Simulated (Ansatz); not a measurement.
Consider the hydrogenolysis of the In–N bond: `[NH2][In]([SH])[SH]` + H₂ → `[SH][InH][SH]` + NH₃.

Calculated with Ansatz (gas phase, PBE0-D4/def2-TZVP geometries, no zero-point term in ΔE). CCSD(T)/CBS is the MP2 limit (def2-TZVPP, def2-QZVPP) plus CCSD(T) − MP2 in def2-TZVPP, frozen cores. This one scheme is used for every species. DFT in def2-TZVPP. Elements past krypton have def2 core potentials. For In outer-core shells are correlated without core-valence functions, which leaves a few kJ/mol of doubt a bond. Each species was taken in one conformer, which may not be the lowest.

(1) Is it downhill or uphill in electronic energy at CCSD(T)/CBS, and by how much? (Best estimate.)

(2) What do these levels give: BLYP-D4, BHLYP-D4, B2PLYP, r2SCAN0, CAM-B3LYP, MP2/def2-TZVPP? (Estimate.)

(3) What do rigid-rotor, harmonic-oscillator terms from PBE0-D4/def2-TZVP frequencies (298.15 K, 1 bar) make of the CCSD(T)/CBS value? (Best estimate.)

Largest T1 diagnostic among the species: 0.014.

## Answers

(1) Ansatz gave: Downhill: ΔE = -11.4 kJ/mol.

(2) Ansatz gave: BLYP-D4 -13.8, BHLYP-D4 -24.3, B2PLYP -18.3, r2SCAN0 -24.7, CAM-B3LYP -25.9, MP2/def2-TZVPP -7.5 kJ/mol.

(3) Computed: ΔZPE = +14.8 kJ/mol, ΔH = -0.6 kJ/mol, ΔS = 18 J/(mol·K), ΔG = -6.1 kJ/mol.

At CCSD(T), def2-SVP lies −11.9 kJ/mol from the extrapolated value and def2-TZVPP −4.8 kJ/mol. From PBE to PBE0 (25 % exact exchange), in def2-TZVPP and without D4, ΔE moves by −4.9 kJ/mol. In def2-TZVPP, CCSD(T) changes the Hartree–Fock value by +21.5 kJ/mol (the triples alone add +5.1 kJ/mol) and MP2 by +30.2 kJ/mol.
